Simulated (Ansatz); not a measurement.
The same path of CH3 + CH4ClGa (11 atoms, charge 0, multiplicity 2) was run twice with different band settings. Lost on the way: Ga1–H2. Made: H2–C8.

Computed with Ansatz, UKS PBE/def2-SVP.

Relaxed end points:

```xyz
11
Properties=species:S:1:pos:R:3
Ga -0.118 0.002 -0.189
H 0.060 0.000 1.380
Cl 1.768 -0.001 -1.294
C -1.756 0.002 -1.282
H -2.341 -0.918 -1.077
H -2.392 0.869 -1.010
H -1.515 0.048 -2.361
C 0.102 -0.001 3.999
H -0.489 -0.925 4.055
H 1.198 -0.052 3.945
H -0.399 0.975 4.051
```

```xyz
11
Properties=species:S:1:pos:R:3
Ga -0.107 -0.001 -0.538
H 0.219 0.001 2.755
Cl 1.730 -0.005 -1.769
C -1.856 0.002 -1.564
H -2.402 -0.934 -1.332
H -2.461 0.871 -1.241
H -1.620 0.062 -2.644
C 0.167 0.001 3.861
H -0.417 -0.874 4.203
H 1.190 -0.053 4.277
H -0.323 0.930 4.207
```

Common settings: movable images 5; climbing image yes; spring 5.0 eV/Å²; optimiser quadratic models (default); force threshold 0.03 eV/Å; iteration limit 60; end points relaxed.

| run | start path |
| --- | --- |
| 1 | through a guess of the saddle point |
| 2 | straight line |

Q: What does each run give, and how far can it be trusted?

A: Run 1: converged after 14 iterations, highest image 0.004 eV above the first end. The top lies less than 8 meV above the higher end, about what the thresholds resolve: that end is a shoulder or a very shallow well. A vibrational analysis at the climbing image gives one clearly imaginary mode, 81i cm⁻¹, and a faint second one (29i cm⁻¹) that may be numerical noise or a soft torsion: probably a first-order saddle point.
Run 2: converged after 10 iterations, highest image 0.005 eV above the first end. The top lies less than 8 meV above the higher end, about what the thresholds resolve: that end is a shoulder or a very shallow well. Another band between the same ends (5 images) ends at a top of the same energy, where a vibrational analysis finds 1 clearly imaginary mode.
